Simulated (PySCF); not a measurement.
AsF₃ (singlet). Method: PBE in PySCF with As def2-TZVP, F def2-TZVP; no relativity; density-fitted integrals.

Harmonic bands of its minimum:

```
ω (cm⁻¹)  IR (km/mol, summed over degenerate members)  degeneracy
     238                                          7.9           2
     304                                         18.3           1
     656                                          245           2
     692                                         65.1           1
```

**Question.** The central atom is As. Infer the point group and assign the bands.

**Answer.** C3v. The modes span 2e + 2a1: 238 e, 304 a1, 656 e, 692 a1. The computed geometry has As–F 1.746 Å (×3); F–As–F 96.4° (×3).
